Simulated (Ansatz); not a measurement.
CH$_{4}$Cl$_{2}$FNOW (`C[N]=[W]([OH])([F])([Cl])[Cl]`). Total charge 0; spin multiplicity 1. Correlated methods include outer-core shells of W, which these sets cover unevenly. W takes the def2 core potential.

```xyz
11

C    -1.677   -0.134    0.991
N    -0.514   -0.145    0.200
W     1.078   -0.197   -0.495
O     0.869    1.166   -1.746
F     0.904   -1.943   -1.102
Cl    3.335   -0.412   -1.198
Cl    1.954    0.451    1.523
H    -2.155   -1.119    0.989
H    -1.412    0.126    2.023
H    -2.395    0.605    0.621
H     0.014    1.603   -1.805
```

(1) Give the diagnostics of a CCSD(T)/def2-TZVPP run (frozen core, Ansatz 0.2.0). (Estimate.)

Answers

(1) The calculation gave: T1 = 0.0185, largest single amplitude 0.037, largest double 0.032, (T) share of the correlation energy 4.9 %, 14 CCSD cycles. The RHF solution is unstable towards an unrestricted one. T1 lies under the customary mark of 0.02 for closed shells.
